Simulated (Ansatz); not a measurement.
**Relative stability**

The two ends of one reaction step of SiNH$_{9}$O$_{2}$, closed shell (PBE0-D4/def2-TZVP).

A:

```
13
angstrom
Si -1.0943 -0.0837 -0.9066
O -0.9769 -0.4227 0.7507
H -0.1363 -0.7383 -1.8419
H -1.5892 1.2463 -1.3636
H -2.3369 -0.9267 -1.1469
H 1.3816 0.5573 0.1363
N 0.6952 1.1152 -0.3760
H 0.6575 -0.7914 1.5075
O 1.6210 -0.7404 1.6487
H -1.7286 -0.9572 1.0177
H 0.4404 1.8989 0.2149
H 1.1194 1.4820 -1.2193
H 1.9471 -1.6393 1.5783
```

B:

```
atom    x (Å)    y (Å)    z (Å)
 Si1  -0.6435   0.4058  -1.8615
  O2  -0.8024  -0.8349   1.9936
  H3  -0.4841  -1.0696  -1.9139
  H4   0.2602   1.0485  -2.8510
  H5  -2.0479   0.7353  -2.2369
  H6   1.3422  -0.0444   0.4389
  N7  -0.1528   0.9392  -0.2863
  H8   0.1549  -0.9719   1.8676
  O9   1.7955  -0.6531   1.0594
 H10  -0.9335  -0.7290   2.9372
 H11  -0.6768   0.5632   0.5044
 H12  -0.0269   1.9347  -0.1684
 H13   2.2150  -1.3237   0.5169
```

Ansatz 0.2.0; basis: def2-TZVPP; cores frozen in the correlated methods. B3LYP uses VWN-RPA correlation.

Question: Which structure is lower at CCSD(T), and by how much? (An estimate is asked for; the value comes from the calculation.)

Answer: Computed: A, by 27.1 kJ/mol (electronic energy, against the other). By their contacts, A is a complex of SiNH₇O ([NH3][SiH3][OH]) + H₂O and B is a complex of SiNH₅ ([NH2][SiH3]) + H₂O + H₂O.

All methods give the same order:

```json
{"method": "SPW92", "E(B) − E(A) (kJ/mol)": "36.1"}
{"method": "PBE-D4", "E(B) − E(A) (kJ/mol)": "25.5"}
{"method": "BLYP-D4", "E(B) − E(A) (kJ/mol)": "20.7"}
{"method": "r2SCAN-D4", "E(B) − E(A) (kJ/mol)": "31.0"}
{"method": "B97M-V", "E(B) − E(A) (kJ/mol)": "34.9"}
{"method": "PBE0-D4", "E(B) − E(A) (kJ/mol)": "26.8"}
{"method": "B3LYP-D4", "E(B) − E(A) (kJ/mol)": "22.2"}
{"method": "r2SCAN0-D4", "E(B) − E(A) (kJ/mol)": "30.7"}
{"method": "BHLYP-D4", "E(B) − E(A) (kJ/mol)": "24.6"}
{"method": "CAM-B3LYP-D4", "E(B) − E(A) (kJ/mol)": "23.8"}
{"method": "wB97X-V", "E(B) − E(A) (kJ/mol)": "27.5"}
{"method": "wB97M-V", "E(B) − E(A) (kJ/mol)": "29.4"}
{"method": "B2PLYP", "E(B) − E(A) (kJ/mol)": "22.5"}
{"method": "PBE-QIDH", "E(B) − E(A) (kJ/mol)": "28.7"}
{"method": "RPA on PBE", "E(B) − E(A) (kJ/mol)": "27.0"}
{"method": "HF", "E(B) − E(A) (kJ/mol)": "14.0"}
{"method": "MP2", "E(B) − E(A) (kJ/mol)": "27.8"}
{"method": "CCSD", "E(B) − E(A) (kJ/mol)": "25.6"}
{"method": "CCSD(T)", "E(B) − E(A) (kJ/mol)": "27.1"}
```

The T1 diagnostic stays at or below 0.010.

Labels in which every atom is bracketed show which atoms are joined, not bond orders.

For scale, one of the runs: CCSD(T)/def2-TZVPP, 261 basis functions, launched by `ansatz run in.yaml --threads 8 --pin off --events-out ev --progress --plain --max-ram 19148MiB`. The run took 79 s on 8 CPU threads of an Arm Neoverse V2 (shared host), with 6.4 GiB of host memory at its peak.
